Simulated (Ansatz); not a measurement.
Ga(CO)H3 (CH₃GaO): single points at one geometry.

```yaml
crystal:
  periodic: [false, false, false]
  atoms:
    - {symbol: Ga, position_ang: [-0.012696, 0.004169, -0.858627]}
    - {symbol: C, position_ang: [0.014500, 0.010286, 1.357743]}
    - {symbol: O, position_ang: [0.037984, -0.015867, 2.476619]}
    - {symbol: H, position_ang: [1.553983, 0.005402, -1.003994]}
    - {symbol: H, position_ang: [-0.802453, 1.355491, -1.008590]}
    - {symbol: H, position_ang: [-0.791328, -1.359479, -0.963151]}
basis:
  gaussian: {orbitals: 6-31G}
hamiltonian: {xc: hf}
scf: {omitted_lower_state_checks: [starts]}
output: {orbitals: {seedname: orbitals}}
```

The file start.molden holds the orbitals of an earlier run on this structure, at another level or in another basis.

```sh
$ ansatz run in.yaml --threads 4 --pin off --events-out ev --progress --plain --max-ram 3916MiB
```

Output, abridged:

```
Functional definition: HF
553 factors; integrals over basis functions are off by at most 6.0e-4 eV
mean field evaluation 1: about -55435.9827 eV, gradient 2.6e1 eV
mean field evaluation 2: about -55435.9984 eV, gradient 2.6e1 eV
mean field evaluation 4: about -55437.6471 eV, gradient 2.5e0 eV
mean field evaluation 8: about -55437.6704 eV, gradient 6.6e-5 eV
mean field -55437.67038236 eV, -2037.2968095491 hartree, gradient 1.4e-5 eV, S^2 0.000000; 0 other end points of the search recorded, 0 dependent functions left out
reference -55437.67038236 eV, -2037.2968095491 hartree; 24, 24 occupied and 29, 29 virtual orbitals, 553 factors
Total energy: -55437.67038236 eV, -2037.2968095491 hartree
Checks for a lower state left out: starts
```

Hardware: 4 threads of Arm Neoverse V1 on a shared host. Wall time 0.25 s.

First input, but with `gaussian: {orbitals: def2-SVP, initial_orbitals: start.molden}`, `hamiltonian: {xc: pbe, dispersion: d4}` (abridged; 0.51 s):

```
Functional definition: PBE
mean field -55489.05905020 eV, -2039.1853082598 hartree, gradient 1.9e-5 eV, S^2 0.000000
Total energy: -55489.14850208 eV, -2039.1885955556 hartree
Checks for a lower state left out: starts
```

First input, but with `gaussian: {orbitals: def2-SVP, initial_orbitals: start.molden}`, `hamiltonian: {xc: pbe0, dispersion: d4}` (abridged; 0.75 s):

```
Functional definition: PBE0
mean field -55490.16278867 eV, -2039.2258699002 hartree, gradient 2.3e-5 eV, S^2 0.000000
Total energy: -55490.23814131 eV, -2039.2286390588 hartree
Checks for a lower state left out: starts
```

First input, but with `gaussian: {orbitals: def2-TZVP, initial_orbitals: start.molden}`, `hamiltonian: {xc: pbe}`, `correlation: {method: rpa}` and without the key `output` (abridged; 1.6 s):

```
Functional definition: PBE
mean field -55499.48665477 eV, -2039.5685156597 hartree, gradient 2.0e-6 eV, S^2 0.000000
11 core orbitals not correlated: weight in the atoms' cores, before any rotation towards them, 1.000 or more for the frozen orbitals, at most 0.000 for the correlated occupied ones
Total energy: -55474.47271759 eV, -2038.6492704232 hartree
Checks for a lower state left out: starts
```

As the first input, with `gaussian: {orbitals: def2-TZVP, initial_orbitals: start.molden}`, `hamiltonian: {xc: lda}` (abridged; 0.55 s):

```
Functional definition: SPW92
mean field -55403.59578149 eV, -2036.0445910638 hartree, gradient 2.3e-5 eV, S^2 0.000000
Total energy: -55403.59581728 eV, -2036.0445923789 hartree
Checks for a lower state left out: starts
```

First input, but with `gaussian: {orbitals: def2-TZVP, initial_orbitals: start.molden}`, `hamiltonian: {xc: r2scan, dispersion: d4}` (abridged; 1.6 s):

```
Functional definition: r2SCAN
mean field -55509.12082566 eV, -2039.9225649096 hartree, gradient 2.1e-5 eV, S^2 0.000000
Total energy: -55509.14149153 eV, -2039.9233243662 hartree
Checks for a lower state left out: starts
```

The first input with `gaussian: {orbitals: def2-TZVP, initial_orbitals: start.molden}`, `hamiltonian: {xc: pbe0, dispersion: d4}` and without the key `scf` (abridged; 1.1 s):

```
Functional definition: PBE0
mean field evaluation 16: about -55500.5502 eV, gradient 6.8e-4 eV
mean field -55500.55015712 eV, -2039.6075986499 hartree, gradient 1.1e-5 eV, S^2 0.000000; 1 other end points of the search recorded, 0 dependent functions left out
Total energy: -55500.62551198 eV, -2039.6103678903 hartree
```

Geometry: PBE0-D4/def2-TZVP.

The 6-31G sets use Cartesian d functions. Correlated methods freeze 11 core orbitals; core or outer-core shells of Ga are correlated, in sets that lack core-valence functions.
